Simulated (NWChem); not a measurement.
System: CH3BrSi, singlet; SMILES C[Si]Br

The following NWChem deck was run.

```
start job
memory heap 200 mb stack 900 mb global 1100 mb
geometry units angstroms noautoz
  Si    -0.766640     1.135740     0.000000
  Br     0.050582    -0.983201     0.000000
  C      0.886321     2.071397     0.000000
  H      0.725605     3.161460     0.000000
  H      1.488421     1.800008    -0.885072
  H      1.488421     1.800008     0.885072
end
basis spherical
  * library aug-cc-pvdz
end
dft
  xc xpbe96 cpbe96
  iterations 150
end
tddft
  nroots 6
  notriplet
end
task tddft energy
```

Parts of the log:

```
             Northwest Computational Chemistry Package (NWChem) 7.3.0
             --------------------------------------------------------

 CS  symmetry detected

                             Geometry "geometry" -> ""
                             -------------------------

 Output coordinates in angstroms (scale by  1.889725989 to convert to a.u.)

  No.       Tag          Charge          X              Y              Z
 ---- ---------------- ---------- -------------- -------------- --------------
    1 Si                  14.0000    -0.77544903     1.11867167     0.00000000
    2 Br                  35.0000     0.05651611    -0.99452419     0.00000000
    3 C                    6.0000     0.87095299     2.06582239     0.00000000
    4 H                    1.0000     0.70264626     3.15473920     0.00000000
    5 H                    1.0000     1.47492918     1.79863489    -0.88507200
    6 H                    1.0000     1.47492918     1.79863489     0.88507200

 Effective nuclear repulsion energy (a.u.)     206.8204726066

      Symmetry information
      --------------------

 Group name             Cs
 Group number              2
 Group order               2
 No. of unique centers     5

  pbe96 is a nonlocal functional; adding pw91lda local functional.

                                 NWChem DFT Module
                                 -----------------

 Summary of "ao basis" -> "ao basis" (spherical)
 ------------------------------------------------------------------------------
       Tag                 Description            Shells   Functions and Types
 ---------------- ------------------------------  ------  ---------------------
 Si                       aug-cc-pvdz               11       27   5s4p2d
 Br                       aug-cc-pvdz               14       36   6s5p3d
 C                        aug-cc-pvdz                9       23   4s3p2d
 H                        aug-cc-pvdz                5        9   3s2p

      Symmetry analysis of basis
      --------------------------

        a'         76
        a"         37

            General Information
            -------------------
          SCF calculation type: DFT
          Wavefunction type:  closed shell.
          No. of atoms     :     6
          No. of electrons :    58
           Alpha electrons :    29
            Beta electrons :    29
          Charge           :     0
          Spin multiplicity:     1
          Use of symmetry is: off; symmetry adaption is: on
          Maximum number of iterations: 150
          AO basis - number of functions:   113
                     number of shells:    49
          Convergence on energy requested:  1.00D-06
          Convergence on density requested:  1.00D-05
          Convergence on gradient requested:  5.00D-04

              XC Information
              --------------
          PerdewBurkeErnzerhof Exchange Functional  1.000
            Perdew 1991 LDA Correlation Functional  1.000 local
           PerdewBurkeErnz. Correlation Functional  1.000 non-local

             Grid Information
             ----------------
          Grid used for XC integration:  medium
          Radial quadrature: Mura-Knowles
          Angular quadrature: Lebedev.
          Tag              B.-S. Rad. Rad. Pts. Rad. Cut. Ang. Pts.
          ---              ---------- --------- --------- ---------
          Si                  1.10       88          14.0       590
          Br                  1.15      112          15.0       590
          C                   0.70       49          13.0       434
          H                   0.35       45          15.0       434
          Grid pruning is: on
          Number of quadrature shells:   384
          Spatial weights used:  Erf1

      Superposition of Atomic Density Guess
      -------------------------------------

 Sum of atomic energies:       -2900.37513148

      Non-variational initial energy
      ------------------------------

 Total energy =   -2901.281126
 1-e energy   =   -4445.680699
 2-e energy   =    1337.579101
 HOMO         =      -0.231463
 LUMO         =      -0.061135

      Symmetry analysis of molecular orbitals - initial
      -------------------------------------------------

  Numbering of irreducible representations:

     1 a'          2 a"

  Orbital symmetries:

[...]

                                NWChem TDDFT Module
                                -------------------

            General Information
            -------------------
           No. of orbitals :     226
            Alpha orbitals :     113
             Beta orbitals :     113
        Alpha frozen cores :       0
         Beta frozen cores :       0
     Alpha frozen virtuals :       0
      Beta frozen virtuals :       0
         Spin multiplicity :       1
    Number of AO functions :     113
        Use of symmetry is : off
      Symmetry adaption is : on
         Schwarz screening :  0.10D-07

              XC Information
              --------------
   PerdewBurkeErnzerhof Exchange Functional   1.00
     Perdew 1991 LDA Correlation Functional   1.00 local
    PerdewBurkeErnz. Correlation Functional   1.00 non-local

             TDDFT Information
             -----------------
          Calculation type : TDDFT
         Wavefunction type : Restricted singlets
          No. of electrons :      58
           Alpha electrons :      29
            Beta electrons :      29
              No. of roots :       6
          Max subspacesize :    5200
            Max iterations :     100
               Target root :       1
           Target symmetry : none
      Symmetry restriction : off
                 Algorithm : Optimal
        Davidson threshold :  0.10D-03

    6 smallest eigenvalue differences (eV)
--------------------------------------------------------
  No. Spin  Occ  Vir  Irrep   E(Occ)    E(Vir)   E(Diff)
--------------------------------------------------------
    1    1   29   30 a"       -0.209    -0.130     2.156
    2    1   28   30 a"       -0.270    -0.130     3.816
    3    1   27   30 a'       -0.280    -0.130     4.095
    4    1   29   31 a'       -0.209    -0.038     4.667
    5    1   26   30 a"       -0.313    -0.130     4.995
    6    1   29   32 a'       -0.209    -0.020     5.143
--------------------------------------------------------

  Entering Davidson iterations
  Restricted singlet excited states

  Iter   NTrls   NConv    DeltaV     DeltaE      Time
  ----  ------  ------  ---------  ---------  ---------
    1      6       0     0.21E+00   0.10+100       50.0
    2     12       0     0.84E-01   0.17E-01       58.3
    3     24       0     0.27E-01   0.53E-02       55.2
    4     36       0     0.83E-02   0.39E-03       62.7
    5     48       1     0.32E-02   0.49E-04       58.2
    6     58       2     0.13E-02   0.76E-05       49.5
    7     66       2     0.62E-03   0.74E-06       52.1
    8     74       4     0.30E-03   0.17E-06       55.7
    9     78       5     0.12E-03   0.34E-07       64.9
   10     80       6     0.82E-04   0.46E-08       65.0
  ----  ------  ------  ---------  ---------  ---------
  Convergence criterion met

  Ground state a'      -2902.951965136253 a.u.

  ----------------------------------------------------------------------------
  Root   1 singlet a"             0.096264771 a.u.                2.6195 eV
  ----------------------------------------------------------------------------
     Transition Moments    X -0.00000   Y  0.00000   Z -0.41635
     Dipole Oscillator Strength                    0.0111249877
     Electric Quadrupole                           0.0000000354
     Magnetic Dipole                               0.0000017714
     Total Oscillator Strength                     0.0111267945

     Occ.   23  a'  ---  Virt.   30  a"  -0.07007 X
     Occ.   28  a'  ---  Virt.   30  a"   0.14745 X
     Occ.   29  a'  ---  Virt.   30  a"   0.99065 X
     Occ.   29  a'  ---  Virt.   30  a"  -0.09617 Y
  ----------------------------------------------------------------------------
  Root   2 singlet a"             0.146816011 a.u.                3.9951 eV
  ----------------------------------------------------------------------------
     Transition Moments    X -0.00000   Y  0.00000   Z -0.23741
     Dipole Oscillator Strength                    0.0055165721
     Electric Quadrupole                           0.0000000399
     Magnetic Dipole                               0.0000006910
     Total Oscillator Strength                     0.0055173031

     Occ.   23  a'  ---  Virt.   30  a"  -0.05783 X
     Occ.   28  a'  ---  Virt.   30  a"  -0.98730 X
     Occ.   29  a'  ---  Virt.   30  a"   0.14521 X
  ----------------------------------------------------------------------------
  Root   3 singlet a'             0.168984320 a.u.                4.5983 eV
  ----------------------------------------------------------------------------
     Transition Moments    X  0.03811   Y -0.32956   Z  0.00000
     Dipole Oscillator Strength                    0.0123989762
     Electric Quadrupole                           0.0000000286
     Magnetic Dipole                               0.0000000133
     Total Oscillator Strength                     0.0123990181

     Occ.   26  a'  ---  Virt.   31  a'  -0.08707 X
     Occ.   27  a"  ---  Virt.   30  a"   0.92790 X
     Occ.   27  a"  ---  Virt.   30  a"  -0.05372 Y
     Occ.   29  a'  ---  Virt.   31  a'  -0.34307 X
  ----------------------------------------------------------------------------
  Root   4 singlet a"             0.188213812 a.u.                5.1216 eV
  ----------------------------------------------------------------------------
     Transition Moments    X -0.00000   Y  0.00000   Z -0.01996
     Dipole Oscillator Strength                    0.0000499719
     Electric Quadrupole                           0.0000000467
     Magnetic Dipole                               0.0000024186
     Total Oscillator Strength                     0.0000524372

[...]
```

Level: PBE/aug-cc-pVDZ, full TDDFT. Low-valent species are run as closed-shell singlets; no triplet was tried in these runs. Geometry: optimised at PBE0/def2-SVP.
